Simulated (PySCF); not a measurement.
## SmO: from constants to spectrum

PBE constants of SmO, septet, about 5.7 electrons in the 4f shell (Mulliken), real f orbitals that mix terms (basis Sm x2c-SVPall, O x2c-SVPall; spin-free X2C with a Gaussian nucleus; PySCF 2.14; masses 151.9197 and 15.9949 u):

```
ωe                     : 753.6 cm⁻¹
ωexe                   : 2.94 cm⁻¹
Be                     : 0.34668 cm⁻¹
αe                     : 0.00174 cm⁻¹
D (centrifugal)        : 2.93e-07 cm⁻¹
De to Sm (4f6 6s2) + O : 6.40 eV
```

Problem. Give the vibrational terms G(v) and spacings up to v = 6.

Solution. G(v) = ωe(v+½) − ωexe(v+½)².

| v | G(v) (cm⁻¹) | G(v) − G(v−1) | Bv (cm⁻¹) |
| --- | --- | --- | --- |
| 0 | 376.1 |  | 0.3458 |
| 1 | 1123.8 | 747.7 | 0.3441 |
| 2 | 1865.6 | 741.8 | 0.3423 |
| 3 | 2601.6 | 736.0 | 0.3406 |
| 4 | 3331.7 | 730.1 | 0.3388 |
| 5 | 4055.9 | 724.2 | 0.3371 |
| 6 | 4774.2 | 718.3 | 0.3354 |

Problem. How well does the Morse estimate ωe²/(4ωexe) reproduce De, and what is D0?

Solution. It gives 5.99 eV, 94 % of the computed De. D0 = De − G(0) = 6.40 − 0.05 = 6.35 eV.

These are scalar-relativistic numbers at best; spin–orbit coupling would shift them, the dissociation energy most. Counting both spins, an empty level lies below a filled one in this solution, because spin and occupation are held. With d or f electrons several states lie close, and the lowest PBE0 determinant need not be the measured ground state.
